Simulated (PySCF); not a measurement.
**Radial density of Cr²⁺ (chromium, charge +2)**

LDA, [Ar] 3d4, high-spin 5D determinant. Calculation: PySCF 2.14, in jorge-DZP-DKH (8s6p2d1f, 43 functions); scalar relativity by spin-free X2C-1e.

| r (bohr) | 4πr²ρ (e/bohr) | 4πr²(ρα − ρβ) |
| --- | --- | --- |
| 0.000833 | 0.1136 | 0.0000 |
| 0.00140 | 0.2992 | 0.0000 |
| 0.00236 | 0.7459 | -0.0001 |
| 0.00397 | 1.827 | -0.0002 |
| 0.00667 | 4.297 | -0.0004 |
| 0.0112 | 9.341 | -0.0009 |
| 0.0189 | 17.68 | -0.0017 |
| 0.0317 | 26.54 | -0.0025 |
| 0.0534 | 27.88 | -0.0034 |
| 0.0898 | 22.15 | -0.0048 |
| 0.151 | 27.48 | 0.0325 |
| 0.254 | 28.47 | 0.3809 |
| 0.427 | 11.59 | 1.5331 |
| 0.719 | 13.04 | 3.0071 |
| 1.21 | 7.632 | 2.4913 |
| 2.03 | 1.126 | 0.7465 |
| 3.42 | 0.07703 | 0.0749 |
| 5.76 | 0.0001614 | 0.0002 |

Densities and radii are taken from the X2C orbitals without a picture-change correction, which distorts them close to the nucleus.

Q: Where is the radial spin density 4πr²(ρα − ρβ) most negative, and why is it negative at all?

A: Around r = 0.0898 bohr, down to -0.0048 e/bohr: exchange with the open shell polarises the paired shells in an unrestricted calculation.
